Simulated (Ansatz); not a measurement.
Total energies of cyclo-(H2GeNH)2 (Ge2N2H6) from Ansatz at r2SCAN-D4/def2-TZVP, gas phase (1 Eh = 27.2114 eV = 2625.5 kJ/mol). The reference geometry is relaxed at B3LYP-D4/def2-SVP.

```
atom    x (Å)    y (Å)    z (Å)
 Ge1   1.1527   0.1542   0.7161
  H2   2.1593  -0.9774   1.0434
  H3   1.6565   1.4857   1.3278
  N4  -0.6327  -0.2414   1.0696
 Ge5  -1.1525  -0.1524  -0.7167
  H6  -1.6554  -1.4848  -1.3275
  H7  -2.1603   0.9781  -1.0444
  N8   0.6330   0.2445  -1.0708
  H9  -1.1678   0.1220   1.8525
 H10   1.1671  -0.1286  -1.8500
```

| state | geometry | energy (Eh) |
| --- | --- | --- |
| charge 0 singlet | reference | -4267.10478 |
| charge 1 doublet | reference | -4266.79419 |
| free Ge atom (triplet) | – | -2076.90335 |
| free H atom (doublet) | – | -0.49993 |
| free N atom (quartet) | – | -54.58101 |

Question: Work out the vertical ionisation energy to the doublet.

Answer: E(charge 1 doublet) − E(charge 0 singlet) = -4266.79419 − (-4267.10478) = 0.31059 Eh = 8.45 eV. For comparison, −ε of the highest occupied level is 5.76 eV at this level, 2.69 eV less.

Question: What is the binding energy per atom against free atoms?

Answer: Atoms: 2 × (-2076.90335) + 6 × (-0.49993) + 2 × (-54.58101) = -4265.96830 Eh. Binding: -4265.96830 − (-4267.10478) = 1.13648 Eh = 30.93 eV, or 3.09 eV for each of 10 atoms (no zero-point energy, no counterpoise term).
